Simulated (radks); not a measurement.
Problem. Spherical quantum dot in the effective-mass picture: electrons in a parabolic well V = omega^2 r^2 / 2 with omega = 2.62, with a point charge +2 (a donor) at the centre, all in effective atomic units (hartree* = m*/eps^2 hartree, bohr* = eps/m* bohr), one dielectric constant everywhere. Calculated with a radial shooting solver with Libxc functionals: non-relativistic Kohn-Sham, exchange-only LDA, spin-polarised, spherical densities. Levels are named by radial order and angular momentum (1s, 1p, 1d, 2s, ...), and open shells are averaged over m. Results are scaled to m* = 0.085 and eps = 15.9, for which hartree* = 9.149 meV and bohr* = 9.899 nm. At N = 20 the configuration is 1s2 1p6 1d10 2s2. Does electron 21 go into 1f up or 2p up?

Solution. Into 1f up. The total energies of the other choices lie higher by 0.604 meV (2p up).
